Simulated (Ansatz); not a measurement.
ScCl₃. Total charge 0; singlet. Geometry relaxed at B3LYP-D4/def2-SVP.

```xyz
4

Sc   -0.004   -0.003    0.003
Cl    0.081   -1.738   -1.460
Cl   -1.566    1.625   -0.254
Cl    1.489    0.117    1.711
```

Task: Estimate the harmonic wavenumbers at RKS B3LYP-D4/def2-SVP (Ansatz, unscaled). Is this a minimum?

Result: 63, 98, 98, 351, 485, 485 cm⁻¹. Yes, no mode is imaginary beyond noise. Zero-point energy 9.4 kJ/mol. Run time 23 s (2 threads of Intel Xeon 6975P-C on a shared host).
